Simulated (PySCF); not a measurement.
**Correlation energy of O(2+) (oxygen, charge +2)**

[He] 2s2 2p2, high-spin 3P determinant. Computed with PySCF 2.14 in def2-TZVP, with no relativity, point nucleus. Frozen: 1s2; 4 electrons correlated.

MP2 pair energies summed by pair of shells (mhartree):

```
 pair  energy  share (%)
2s-2p  -44.51       60.7
2s-2s  -21.52       29.3
2p-2p   -7.36       10.0
```

Total MP2 correlation energy: -73.39 mhartree.

Same-spin part -12.47 and opposite-spin part -60.92 mhartree; SCS-MP2 scales them by 1/3 and 6/5 to -77.26 mhartree.

```
  level  correlation energy (mhartree)
   CCSD                         -95.21
    (T)                          -1.29
CCSD(T)                         -96.50
```

Diagnostics: T1 = 0.0046, D1 = 0.0096, largest double amplitude 0.123.

Is a single reference adequate?

Mostly. T1 lies below 0.03, but a double amplitude of this size points to a near-degeneracy that CCSD handles and MP2 describes poorly.
